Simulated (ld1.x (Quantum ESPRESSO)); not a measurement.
**Building the TM potential for In (PBE, scalar-relativistic).**

indium (In), norm-conserving Troullier–Martins (Kleinman–Bylander form), made with ld1.x (Quantum ESPRESSO) 7.5 (PBE, scalar-relativistic). Core [Kr], reference 4d10 5s2 5p1. Waves: 5s (bound): rc 2.25 bohr; 5p (bound): rc 3.00 bohr; 4d (bound): rc 1.05 bohr. Local part: all-electron potential smoothed inside 1.80 bohr (lloc = -2). Core correction: Bessel-smoothed model core inside 1.05 bohr.

Poles of the logarithmic derivatives, all-electron (AE) and pseudo (PS). s: poles at -0.0, 5.0 (AE) and -0.0, 1.6 (PS) Ry. p: poles at 0.9 (AE) and 0.8, 3.5 (PS) Ry. d: poles at -1.3, 2.5 (AE) and -1.3, 2.6 (PS) Ry. Test radius 3.24 bohr.

* Cutoffs needed: 100 Ry and 120 Ry (the cutoffs (Ry, on a coarse ladder) from which the occupation-weighted sum of valence levels, in a spherical-Bessel basis at the reference potential, stays within 10 and 1 mRy of its value at 400 Ry)
* Ghost test: no extra level below or beside the all-electron valence levels (s, p, d, f tested) (spherical-Bessel basis up to 400 Ry, 20 bohr box)
* Largest excitation error: -73 meV (all-electron minus pseudo) for 4d10 5s0 5p0, out of 7 test configurations
